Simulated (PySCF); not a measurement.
MCl cations for M along the fourth-period p block

PBE0 with double-zeta basis sets in PySCF, for the lowest determinant that a PBE0 search found; no spin–orbit coupling. De refers to high-spin ground-configuration atoms (the charge goes to the atom of lower measured ionisation energy or higher electron affinity, which is not always the lowest computed limit). A positive dipole points towards Cl; it is taken about the centre of mass and depends on that origin.

```tsv
M	basis	charged atom	state (unpaired electrons)	Re (Å)	ωe (cm⁻¹)	De (eV)	μ (D)
Ga	cc-pVDZ-PP/cc-pV(D+d)Z	Ga+	doublet (σ ↑)	2.126	382	0.81	-3.11
Ge	def2-SVP	Ge+	singlet (closed shell)	2.076	505	4.65	-2.21
Se	x2c-SVPall	Se+	triplet (π ↑↑)	2.048	519	3.04	-0.62
Br	cc-pVDZ-PP/cc-pV(D+d)Z	Br+	doublet (π ↑)	2.056	516	3.08	0.42
```

The shortest bond is that of SeCl⁺ (2.048 Å), the longest that of GaCl⁺ (2.126 Å). GeCl⁺ is bound most strongly (4.65 eV) and GaCl⁺ least (0.81 eV).

The rows differ in basis set, which adds steps of its own.

The state changes along the series, so neighbouring rows are not always alike in their bonding.

Spin–orbit coupling is left out. For an ion De counts to the pair picked by the measured ionisation energies or electron affinities, which need not be the lowest pair at this level. States were picked by a PBE0 search and need not be the measured ground states.
